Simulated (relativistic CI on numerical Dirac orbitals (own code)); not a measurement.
**Slater and spin-orbit integrals, Pb³⁴⁺**

These numbers are calculated, not measured: Dirac-Coulomb-Breit CI, orbitals from a KLI potential per configuration, model QED (radiative potential, 1s self-energy scaled to tabulated hydrogen-like ionisation energies), unscaled Slater integrals (own radial code, finite nucleus).

Slater integrals F^k, G^k are unscaled and averaged over j, outside the closed core [Ar] 3d10; ζ comes from projecting the Hamiltonian with its Breit term on Σ l·s of the shell.

- 4s²4p⁶4d¹⁰4f²: F^2(4f,4f) = 288860, F^4(4f,4f) = 188830, F^6(4f,4f) = 138270, ζ(4f) = 16531 cm⁻¹; <r>(4f) = 0.3654, <r^2>(4f) = 0.1523 (bohr units).
- 4s²4p⁶4d⁹4f³: ζ(4d) = 89501, F^2(4f,4f) = 288380, F^4(4f,4f) = 188500, F^6(4f,4f) = 138030, F^2(4d,4f) = 260520, F^4(4d,4f) = 169540, G^1(4d,4f) = 271610, G^3(4d,4f) = 186020, G^5(4d,4f) = 136290, ζ(4f) = 16389 cm⁻¹; <r>(4d) = 0.3863, <r^2>(4d) = 0.1708, <r>(4f) = 0.366, <r^2>(4f) = 0.1528 (bohr units).
- 4s²4p⁶4d¹⁰4f5s: ζ(4f) = 16877, G^3(4f,5s) = 37701 cm⁻¹; <r>(4f) = 0.3627, <r^2>(4f) = 0.15, <r>(5s) = 0.6586, <r^2>(5s) = 0.4839 (bohr units).

Averages of the first 10 configurations, taken without configuration mixing, which lowers the lowest level and can move excited configurations by several eV; other configurations of the list can lie among them:

| Configuration | Parity | States | Average energy above the lowest level (eV) |
| --- | --- | --- | --- |
| 4s²4p⁶4d¹⁰4f² | even | 91 | 11.7 |
| 4s²4p⁶4d⁹4f³ | odd | 3640 | 275.4 |
| 4s²4p⁶4d¹⁰4f5s | odd | 28 | 251.5 |
| 4s²4p⁵4d¹⁰4f³ | even | 2184 | 553.7 |
| 4s²4p⁶4d¹⁰4f5p | even | 84 | 342.1 |
| 4s²4p⁶4d¹⁰5s² | even | 1 | 504.5 |
| 4s²4p⁶4d¹⁰5s5p | odd | 12 | 591.7 |
| 4s²4p⁶4d¹⁰4f5d | odd | 140 | 455.0 |
| 4s4p⁶4d¹⁰4f³ | odd | 728 | 778.6 |
| 4s²4p⁶4d¹⁰5p² | even | 15 | 685.5 |
